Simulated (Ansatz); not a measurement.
`[CH3][Al]([CH3])[Cl]` and `[CH3][AlH][Cl]` differ in one atom or group.

Ansatz, PBE0-D4/def2-TZVP geometries, multiplicity 1. 

```json
{"property": "LUMO energy (PBE/def2-TZVPP) / eV", "`[CH3][Al]([CH3])[Cl]`": "-1.41"}
{"property": "HOMO–LUMO gap (B3LYP/def2-TZVPP) / eV", "`[CH3][Al]([CH3])[Cl]`": "6.83"}
{"property": "size of the dipole moment (PBE/def2-TZVPP) / D", "`[CH3][Al]([CH3])[Cl]`": "2.00"}
{"property": "HOMO energy (ωB97M-V/def2-TZVPP) / eV", "`[CH3][Al]([CH3])[Cl]`": "-10.11"}
{"property": "HOMO–LUMO gap (PBE0/def2-TZVPP) / eV", "`[CH3][Al]([CH3])[Cl]`": "7.28"}
{"property": "HOMO–LUMO gap (PBE/def2-TZVPP) / eV", "`[CH3][Al]([CH3])[Cl]`": "5.21"}
```

Task: What does the change do to each property? (Best estimate.)

Result: Computed: 
| property | `[CH3][AlH][Cl]` | shift |
| --- | --- | --- |
| LUMO energy (PBE/def2-TZVPP) / eV | -1.90 | -0.49 |
| HOMO–LUMO gap (B3LYP/def2-TZVPP) / eV | 6.65 | -0.18 |
| size of the dipole moment (PBE/def2-TZVPP) / D | 1.78 | -0.22 |
| HOMO energy (ωB97M-V/def2-TZVPP) / eV | -10.42 | -0.31 |
| HOMO–LUMO gap (PBE0/def2-TZVPP) / eV | 7.09 | -0.19 |
| HOMO–LUMO gap (PBE/def2-TZVPP) / eV | 5.02 | -0.19 |

With PBE0 the HOMO falls by 0.31 eV and the LUMO falls by 0.51 eV, so the gap narrows by about 0.20 eV. PBE moves the HOMO by -0.30 eV and ωB97M-V by -0.31 eV. Dipoles are sizes alone; their direction can turn.

B3LYP here is the variant with VWN-RPA as its local correlation; programs differ in this.
